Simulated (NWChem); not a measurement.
System: C$_{5}$H$_{8}$; SMILES CC(=C=C)C

The following NWChem deck was run.

```
start job
memory heap 200 mb stack 900 mb global 1100 mb
geometry units angstroms noautosym nocenter noautoz
  C      0.000000     0.000000    -2.243922
  C      0.000000     0.000000    -0.934633
  C      0.000000     0.000000     0.380124
  C      0.000000     1.282311     1.168487
  C      0.000000    -1.282311     1.168487
  H      0.934633     0.000000    -2.816895
  H     -0.934633     0.000000    -2.816895
  H      0.000000     2.165304     0.515924
  H      0.886158     1.334177     1.823678
  H     -0.886158     1.334177     1.823678
  H      0.886158    -1.334177     1.823678
  H      0.000000    -2.165304     0.515924
  H     -0.886158    -1.334177     1.823678
end
basis spherical
  C library def2-svp
  H library def2-svp
end
dft
  xc xpbe96 cpbe96
  iterations 150
end
cosmo
  dielec 3.9
end
task dft energy
```

NWChem printed, in part:

```
             Northwest Computational Chemistry Package (NWChem) 7.3.0
             --------------------------------------------------------

                             Geometry "geometry" -> ""
                             -------------------------

 Output coordinates in angstroms (scale by  1.889725989 to convert to a.u.)

  No.       Tag          Charge          X              Y              Z
 ---- ---------------- ---------- -------------- -------------- --------------
    1 C                    6.0000     0.00000000     0.00000000    -2.24392200
    2 C                    6.0000     0.00000000     0.00000000    -0.93463300
    3 C                    6.0000     0.00000000     0.00000000     0.38012400
    4 C                    6.0000     0.00000000     1.28231100     1.16848700
    5 C                    6.0000     0.00000000    -1.28231100     1.16848700
    6 H                    1.0000     0.93463300     0.00000000    -2.81689500
    7 H                    1.0000    -0.93463300     0.00000000    -2.81689500
    8 H                    1.0000     0.00000000     2.16530400     0.51592400
    9 H                    1.0000     0.88615800     1.33417700     1.82367800
   10 H                    1.0000    -0.88615800     1.33417700     1.82367800
   11 H                    1.0000     0.88615800    -1.33417700     1.82367800
   12 H                    1.0000     0.00000000    -2.16530400     0.51592400
   13 H                    1.0000    -0.88615800    -1.33417700     1.82367800

 Effective nuclear repulsion energy (a.u.)     157.0025859691

  pbe96 is a nonlocal functional; adding pw91lda local functional.

                                 NWChem DFT Module
                                 -----------------

 Summary of "ao basis" -> "ao basis" (spherical)
 ------------------------------------------------------------------------------
       Tag                 Description            Shells   Functions and Types
 ---------------- ------------------------------  ------  ---------------------
 C                          def2-svp                 6       14   3s2p1d
 H                          def2-svp                 3        5   2s1p

 in cosmo_initialize ...

 solvent parameters
 solvname_short: unkn
 solvname_long:  unknown
 dielec:        3.9000

          ---------------
          -cosmo- solvent
          ---------------
 Cosmo: York-Karplus, doi: 10.1021/jp992097l
 dielectric constant -eps-     =   3.90
 screen = (eps-1)/(eps    )    =   0.74359
 surface charge correction     = lagrangian

   van der Waals surface
 --------------------------

 ---------- ATOMIC COORDINATES (A.U.) ------------ VDWR(ANG.) --
     1    0.00000000    0.00000000   -4.24039772     2.000
     2    0.00000000    0.00000000   -1.76620027     2.000
     3    0.00000000    0.00000000    0.71833020     2.000
     4    0.00000000    2.42321642    2.20812025     2.000
     5    0.00000000   -2.42321642    2.20812025     2.000
     6    1.76620027    0.00000000   -5.32315969     1.300
     7   -1.76620027    0.00000000   -5.32315969     1.300
     8    0.00000000    4.09183124    0.97495499     1.300
     9    1.67459580    2.52122895    3.44625171     1.300
    10   -1.67459580    2.52122895    3.44625171     1.300
    11    1.67459580   -2.52122895    3.44625171     1.300
    12    0.00000000   -4.09183124    0.97495499     1.300
    13   -1.67459580   -2.52122895    3.44625171     1.300
 number of segments per atom =         32
 number of   points per atom =         32
 atom (   nspa,  nppa )
 ----------------------
    1 (     20,     0 )       0
    2 (     12,     0 )       0
    3 (      8,     0 )       0
    4 (     18,     0 )       0
    5 (     18,     0 )       0
    6 (     16,     0 )       0
    7 (     16,     0 )       0
    8 (     14,     0 )       0
    9 (     15,     0 )       0
   10 (     15,     0 )       0
   11 (     15,     0 )       0
   12 (     14,     0 )       0
   13 (     15,     0 )       0
 number of -cosmo- surface points =      196
 molecular surface =    132.302 angstrom**2
 molecular volume  =    108.597 angstrom**3
 G(cav/disp)       =      1.522 kcal/mol
 -lineq- algorithm             =   0
 -bem- low  level              =   2
 -bem- from -octahedral-
 gaussian surface charge width =   4.50000
 degree of switching           =   1.00000
 switching function tolerance  =   0.00010
 atomic radii =
 --------------
    1  6.000  2.000
    2  6.000  2.000
    3  6.000  2.000
    4  6.000  2.000
    5  6.000  2.000
    6  1.000  1.300
    7  1.000  1.300
    8  1.000  1.300
    9  1.000  1.300
   10  1.000  1.300
   11  1.000  1.300
   12  1.000  1.300
   13  1.000  1.300
 ...... end of -cosmo- initialization ......

            General Information
            -------------------
          SCF calculation type: DFT
          Wavefunction type:  closed shell.
          No. of atoms     :    13
          No. of electrons :    38
           Alpha electrons :    19
            Beta electrons :    19
          Charge           :     0
          Spin multiplicity:     1
          Use of symmetry is: off; symmetry adaption is: off
          Maximum number of iterations: 150
          AO basis - number of functions:   110
                     number of shells:    54
          Convergence on energy requested:  1.00D-06
          Convergence on density requested:  1.00D-05
          Convergence on gradient requested:  5.00D-04

              XC Information
              --------------
          PerdewBurkeErnzerhof Exchange Functional  1.000
            Perdew 1991 LDA Correlation Functional  1.000 local
           PerdewBurkeErnz. Correlation Functional  1.000 non-local

             Grid Information
             ----------------
          Grid used for XC integration:  medium
          Radial quadrature: Mura-Knowles
          Angular quadrature: Lebedev.
          Tag              B.-S. Rad. Rad. Pts. Rad. Cut. Ang. Pts.
          ---              ---------- --------- --------- ---------
          C                   0.70       49          11.0       434
          H                   0.35       45          12.0       434
          Grid pruning is: on
          Number of quadrature shells:   605
          Spatial weights used:  Erf1

      Superposition of Atomic Density Guess
      -------------------------------------

 Sum of atomic energies:        -192.11828471

      Non-variational initial energy
      ------------------------------

 Total energy =    -195.480686
 1-e energy   =    -566.340419
 2-e energy   =     213.857147
 HOMO         =      -0.269626
 LUMO         =       0.013114

   convergence    iter        energy       DeltaE   RMS-Dens  Diis-err
 ---------------- ----- ----------------- --------- --------- ---------
     COSMO gas phase
 d= 0,ls=0.0,diis     1   -194.8359184192 -3.52D+02  8.96D-03  3.56D-01
 d= 0,ls=0.0,diis     2   -194.8690132192 -3.31D-02  4.53D-03  3.82D-02
 d= 0,ls=0.0,diis     3   -194.8568301806  1.22D-02  2.51D-03  1.30D-01
 d= 0,ls=0.0,diis     4   -194.8744302258 -1.76D-02  3.37D-04  7.84D-04
 d= 0,ls=0.0,diis     5   -194.8745265110 -9.63D-05  1.03D-04  1.63D-04
  Resetting Diis
 d= 0,ls=0.0,diis     6   -194.8745473412 -2.08D-05  3.84D-05  2.25D-05
 d= 0,ls=0.0,diis     7   -194.8745501624 -2.82D-06  3.46D-05  2.57D-06
 d= 0,ls=0.0,diis     8   -194.8745488972  1.27D-06  2.42D-05  1.16D-05
 d= 0,ls=0.0,diis     9   -194.8745504636 -1.57D-06  3.98D-06  3.56D-07
 d= 0,ls=0.0,diis    10   -194.8745505124 -4.88D-08  5.92D-07  3.01D-09

   convergence    iter        energy       DeltaE   RMS-Dens  Diis-err
 ---------------- ----- ----------------- --------- --------- ---------
     COSMO solvation phase
 d= 0,ls=0.0,diis     1   -194.8764344841 -1.88D-03  1.10D-03  5.44D-04
 d= 0,ls=0.0,diis     2   -194.8764876274 -5.31D-05  3.34D-04  7.66D-04
 d= 0,ls=0.0,diis     3   -194.8765895433 -1.02D-04  9.91D-05  1.63D-04
 d= 0,ls=0.0,diis     4   -194.8766065781 -1.70D-05  4.41D-05  3.14D-05
 d= 0,ls=0.0,diis     5   -194.8766106215 -4.04D-06  7.14D-06  4.31D-07
 d= 0,ls=0.0,diis     6   -194.8766106826 -6.11D-08  1.19D-06  1.12D-08

         Total DFT energy =     -194.876610682577
      One electron energy =     -571.791872308496
           Coulomb energy =      249.473738898044
    Exchange-Corr. energy =      -29.718850667718
 Nuclear repulsion energy =      157.002585969143

             COSMO energy =        0.157787426449

 Numeric. integr. density =       38.000026823089

                                   COSMO solvation results
                                   -----------------------

                 gas phase energy =      -194.874550512419
                 sol phase energy =      -194.876610682577
 (electrostatic) solvation energy =         0.002060170159 (    1.29 kcal/mol)

                       DFT Final Molecular Orbital Analysis
                       ------------------------------------

 Vector   17  Occ=2.000000D+00  E=-3.170482D-01
              MO Center= -1.2D-09,  2.8D-08,  8.3D-01, r^2= 3.5D+00
   Bfn.  Coefficient  Atom+Function         Bfn.  Coefficient  Atom+Function
  ----- ------------  ---------------      ----- ------------  ---------------
    47      0.311082   4 C  py               61      0.311082   5 C  py
    81      0.277681   8 H  s               101     -0.277681  12 H  s
    33     -0.248600   3 C  py               82      0.143132   8 H  s
   102     -0.143132  12 H  s                50      0.136737   4 C  py
    64      0.136737   5 C  py               48     -0.110672   4 C  pz

 Vector   18  Occ=2.000000D+00  E=-2.330575D-01
              MO Center= -1.3D-09,  1.4D-09, -1.4D+00, r^2= 2.3D+00
   Bfn.  Coefficient  Atom+Function         Bfn.  Coefficient  Atom+Function
  ----- ------------  ---------------      ----- ------------  ---------------
     5      0.431234   1 C  py               19      0.364780   2 C  py
     8      0.298916   1 C  py               22      0.220275   2 C  py
    33     -0.116001   3 C  py               48      0.105476   4 C  pz
    62     -0.105476   5 C  pz               45     -0.098346   4 C  s
    59      0.098346   5 C  s                47      0.095451   4 C  py

 Vector   19  Occ=2.000000D+00  E=-2.105845D-01
              MO Center= -2.5D-10, -2.3D-09, -2.5D-01, r^2= 3.0D+00
   Bfn.  Coefficient  Atom+Function         Bfn.  Coefficient  Atom+Function
  ----- ------------  ---------------      ----- ------------  ---------------
    18      0.385993   2 C  px               32      0.384139   3 C  px
    21      0.260450   2 C  px               35      0.257921   3 C  px
    71     -0.150189   6 H  s                76      0.150189   7 H  s
    86     -0.121506   9 H  s                91      0.121506  10 H  s
    96     -0.121506  11 H  s               106      0.121506  13 H  s

 Vector   20  Occ=0.000000D+00  E=-1.499797D-02
              MO Center=  3.9D-10,  1.6D-09, -1.2D+00, r^2= 3.0D+00
   Bfn.  Coefficient  Atom+Function         Bfn.  Coefficient  Atom+Function
  ----- ------------  ---------------      ----- ------------  ---------------
     8      0.574911   1 C  py               22     -0.542408   2 C  py
    19     -0.471013   2 C  py               45      0.468903   4 C  s
    59     -0.468903   5 C  s                 5      0.410483   1 C  py
    36     -0.176774   3 C  py               87     -0.155713   9 H  s
    92     -0.155713  10 H  s                97      0.155713  11 H  s

 Vector   21  Occ=0.000000D+00  E=-9.373844D-03
              MO Center=  2.6D-09, -1.2D-09, -4.3D-01, r^2= 3.8D+00
   Bfn.  Coefficient  Atom+Function         Bfn.  Coefficient  Atom+Function
  ----- ------------  ---------------      ----- ------------  ---------------
    35     -0.532882   3 C  px               21      0.505033   2 C  px
    18      0.435505   2 C  px               32     -0.434259   3 C  px
    72     -0.388514   6 H  s                77      0.388514   7 H  s
    87      0.238867   9 H  s                92     -0.238867  10 H  s
    97      0.238867  11 H  s               107     -0.238867  13 H  s

 Vector   22  Occ=0.000000D+00  E= 4.465587D-02
              MO Center= -1.8D-08,  3.8D-08,  1.4D+00, r^2= 7.1D+00
   Bfn.  Coefficient  Atom+Function         Bfn.  Coefficient  Atom+Function
  ----- ------------  ---------------      ----- ------------  ---------------
    45      1.772882   4 C  s                59      1.772882   5 C  s
    87     -0.833420   9 H  s                92     -0.833420  10 H  s
    97     -0.833420  11 H  s               107     -0.833420  13 H  s
    82     -0.678824   8 H  s               102     -0.678824  12 H  s
     3      0.317796   1 C  s                17     -0.268083   2 C  s

     Multipole analysis of the density
     ---------------------------------

     L   x y z        total         alpha         beta         nuclear
     -   - - -        -----         -----         ----         -------
     0   0 0 0      0.000000    -19.000000    -19.000000     38.000000

     1   1 0 0      0.000000      0.000000      0.000000      0.000000
     1   0 1 0      0.000000      0.000000      0.000000     -0.000000
     1   0 0 1      0.341997      0.242781      0.242781     -0.143566

     2   2 0 0    -23.588220    -20.522116    -20.522116     17.456011
     2   1 1 0     -0.000000     -0.000000     -0.000000      0.000000
     2   1 0 1      0.000000      0.000000      0.000000      0.000000
     2   0 2 0    -23.796365    -76.586323    -76.586323    129.376281
     2   0 1 1      0.000000      0.000000      0.000000      0.000000
     2   0 0 2    -21.463150   -157.875517   -157.875517    294.287884
```

Level: PBE/def2-SVP, COSMO on the gas-phase geometry. Structure relaxed at the PBE0/def2-SVP level. No frequency run checked for a minimum. COSMO prints the solvation energy as gas minus solution, so a positive value is a stabilisation.
